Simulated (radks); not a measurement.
Problem. These are the eigenvalues of the occupied orbitals of an atom or ion with whole-number occupations (hartree). Calculated with a radial shooting solver on a logarithmic mesh with Libxc functionals: scalar-relativistic Kohn-Sham, r2SCAN, spin-unpolarised, spherical densities, finite nucleus; meta-GGA in the generalised Kohn-Sham scheme; Fermi nuclear charge, rms radius of each element as measured or else 0.836 A^(1/3) + 0.57 fm.

orbital  eigenvalue
1s        -1266.173
2s        -198.4126
2p        -178.0055
3s        -41.50760
3p        -34.87460
3d        -25.05293
4s         -8.26782
4p         -6.15517
4d         -3.06149
5s         -1.49425
5p         -1.01264

Which element is it, and in what charge state? The configuration may be excited.

Solution. Z = 54, xenon, charge +2: Xe2+ in [Kr] 4d10 5s1 5p5. The list shows which subshells hold electrons but not how many an open one holds; the 1s level, -1266.2 hartree, gives Z - s = 50.3 by -(Z - s)^2/2, which with screening and relativity narrows Z to a few neighbours, and the depths of the outer levels then fix element, charge and occupations together.
